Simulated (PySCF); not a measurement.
# Dipole response of Tc⁺ (technetium, charge +1)

[Kr] 4d5 5s1, high-spin 7S determinant. Computed with PySCF 2.14 in x2c-TZVPPall with one added diffuse shell each of s, p, d, f type (9s7p7d3f1g, 95 functions), with the spin-free X2C one-electron Hamiltonian (Gaussian nucleus). Coupled (time-dependent) response in atomic units; α is the mean over directions.

| method | mean α (bohr³) | C₆ (like pair) | S(−4) |
| --- | --- | --- | --- |
| revPBE | 34.37 | 254.7 | 678.1 |

S(−4) is the Cauchy moment in α(ω) = α(0) + S(−4) ω² + …

α(iu) at revPBE:

```json
{"u (hartree)": "0", "α(iu) (bohr³)": "34.37"}
{"u (hartree)": "0.0500", "α(iu) (bohr³)": "32.78"}
{"u (hartree)": "0.100", "α(iu) (bohr³)": "28.99"}
{"u (hartree)": "0.200", "α(iu) (bohr³)": "20.88"}
{"u (hartree)": "0.300", "α(iu) (bohr³)": "15.35"}
{"u (hartree)": "0.500", "α(iu) (bohr³)": "9.647"}
{"u (hartree)": "0.750", "α(iu) (bohr³)": "6.440"}
{"u (hartree)": "1.00", "α(iu) (bohr³)": "4.743"}
{"u (hartree)": "1.50", "α(iu) (bohr³)": "2.956"}
{"u (hartree)": "2.00", "α(iu) (bohr³)": "2.027"}
{"u (hartree)": "3.00", "α(iu) (bohr³)": "1.113"}
{"u (hartree)": "5.00", "α(iu) (bohr³)": "0.4782"}
```

A single London oscillator, α(iu) = α/(1 + u²/ω²), gives C₆ = (3/4) ω α². Matching the computed C₆ needs ω = 4 × 254.7 / (3 × 34.37²) = 0.287 hartree.

For an ion, C₆ is the dispersion term alone; charge-induced terms of lower order in 1/R come first.
